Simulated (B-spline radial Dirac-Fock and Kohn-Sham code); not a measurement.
K-line shifts caused by a second vacancy in Mn⁺

System: manganese as Mn⁺, configuration [Ar] 3d5 4s1, inside a Watson sphere of charge -1 and radius 2.4 Å (a model of the Madelung potential; inside it an electron's potential energy is raised by 6.0 eV).

Method: relaxed Dirac-Fock hole states (ΔSCF) with Breit and QED corrections and a finite nucleus. Computed with a radial atomic solver. Each two-hole energy is an average over J within one jj subconfiguration, not an observable level; in light atoms, where LS coupling holds, the j-resolved values are not observed lines, and for a K spectator the Kα1 hypersatellite is nearly forbidden. The model has no electron correlation.

Lines without a spectator: Kα2 (K-L2) 5886.6 eV, Kα1 (K-L3) 5896.8 eV, Kβ3 (K-M2) 6486.6 eV, Kβ1 (K-M3) 6487.8 eV. Shifts in eV with one spectator hole (a dash: not computed, or left out as unreliable):

```csv
spectator hole,Kα2,Kα1,Kβ3,Kβ1
L2 (2p1/2),+23.54,+28.86,–,+66.2
L3 (2p3/2),+27.05,+25.86,+64.2,–
M2 (3p1/2),–,+1.93,+4.59,+6.05
M3 (3p3/2),+1.77,–,+5.75,+5.35
```

Question: Where does the K-L3 hypersatellite lie, emitted when both K electrons are missing?

Answer: +262.9 eV from the normal line, at 6159.7 eV. Removing both K electrons costs 13457.5 eV, which is 349.9 eV more than twice the K binding energy. In light atoms the observed hypersatellite is the ¹S₀ → ¹P₁ component, which lies below this average, and the triplet component is nearly forbidden.

With n spectator holes in 2p, averaged over the 2p shell (energies in eV):

| n | KαLⁿ | step | hypersatellite KαʰLⁿ |
| --- | --- | --- | --- |
| 0 | 5893.4 | – | 6155.7 |
| 1 | 5920.2 | +26.8 | 6183.8 |
| 2 | 5948.1 | +27.9 | 6212.9 |
| 3 | 5977.1 | +29.0 | 6243.1 |
| 4 | 6007.3 | +30.1 | 6274.5 |
| 5 | 6038.6 | +31.3 | 6307.1 |
